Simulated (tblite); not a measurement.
Compound: C6H13P.
Z-matrix (Å and degrees, GFN2-xTB geometry), rows numbered from 1:
```
C 
C   1  1.5232
C   2  1.5293  1  112.74
C   3  1.5227  2  107.08  1  -160.38
C   4  1.5255  3  105.99  2    49.98
P   5  1.8693  4  107.52  3   -39.02
C   6  1.8554  2   98.47  1  -124.78
H   1  1.0893  2  110.58  3   -59.20
H   1  1.0882  2  110.49  3  -179.33
H   1  1.0883  2  110.54  3    60.97
H   2  1.0963  1  108.88  3   121.52
H   3  1.0915  2  110.93  1    77.41
H   3  1.0925  2  109.46  1   -41.95
H   4  1.0921  3  109.54  2   -69.08
H   4  1.0913  3  111.79  2   171.34
H   5  1.0930  4  110.08  3    77.91
H   5  1.0908  4  113.18  3  -161.40
H   7  1.0889  6  108.64  2  -172.06
H   7  1.0885  6  111.90  2   -51.06
H   7  1.0887  6  108.84  2    70.18
```

Method: GFN2-xTB as coded in tblite; computed harmonic values from a numerical Hessian at the method's own geometry, unscaled. Errors from tens to a few hundred cm⁻¹ against measured bands are possible. One conformer, not necessarily the lowest.

Harmonic wavenumbers (cm⁻¹): 71.2, 182.1, 199.9, 212.8, 228.2, 262.7, 293.7, 410.7, 428.2, 517.3, 644.2, 678.3, 728.9, 789.9, 860.3, 874.9, 886.8, 928.0, 966.9, 983.4, 1017.7, 1059.5, 1080.1, 1105.1, 1134.2, 1172.0, 1203.5, 1249.0, 1259.5, 1277.1, 1313.7, 1316.9, 1332.1, 1411.6, 1443.2, 1455.2, 1460.9, 1485.1, 1496.9, 1498.0, 1500.1, 2902.7, 2952.8, 2961.9, 2973.1, 2976.8, 2980.0, 2985.4, 2995.8, 3007.7, 3009.6, 3012.3, 3022.8, 3029.7.

A = 2556, B = 2193, C = 1481 MHz; mass 116.075 u (most abundant isotopes); point group C1, symmetry number 1.

Q: Zero-point energy?

A: Half the sum of the wavenumbers: 38615 cm⁻¹ = 461.94 kJ/mol.

Q: What is S at 400 K and 1 bar for an ideal gas of classical rigid rotors and harmonic oscillators?

A: Translation 174.26, rotation 121.03, vibration 125.33: S = 420.6 J/(mol K).

Q: And Cp and H(400 K) − H(0)?

A: Cp = 188.40 J/(mol K), of which vibrations give 155.15 (their classical limit is 54 R = 449.0); H(400 K) − H(0) = 41.90 kJ/mol without the zero-point energy, 28.60 from vibrations.

Q: Which modes carry the vibrational entropy at 400 K?

A: 71.2 cm⁻¹: 19.66; 182.1 cm⁻¹: 11.98; 199.9 cm⁻¹: 11.23; 212.8 cm⁻¹: 10.74; 228.2 cm⁻¹: 10.19; 262.7 cm⁻¹: 9.09 J/(mol K); the other 48 give 52.44 together.

Q: What must be added to the electronic energy to get the Gibbs energy at 400 K and 1 bar?

A: ZPE + [H(400 K) − H(0)] − T·S = 461.94 + 41.90 − 168.25 = 335.59 kJ/mol.

Q: How do the functions run with temperature in this model?

A: 
| T (K) | S (J/(mol K)) | Cp (J/(mol K)) | H − H(0) (kJ/mol) | G − H(0) (kJ/mol) | ln q(vib) |
| --- | --- | --- | --- | --- | --- |
| 100 | 266.8 | 64.7 | 4.50 | -22.18 | 0.71 |
| 200 | 323.6 | 102.7 | 12.90 | -51.81 | 2.41 |
| 300 | 372.9 | 144.7 | 25.22 | -86.66 | 4.38 |
| 500 | 467.0 | 227.3 | 62.74 | -170.74 | 8.66 |
| 800 | 593.6 | 310.9 | 144.54 | -330.32 | 15.37 |
| 1000 | 667.2 | 348.1 | 210.63 | -456.53 | 19.73 |

q(vib) and H(0) count from the zero-point level.

Hindered rotation and anharmonicity are outside this model. Other conformers, if any are populated, would add a mixing term that is left out. The structure is chiral; the term R ln 2 for an equal mix with its mirror image is left out.
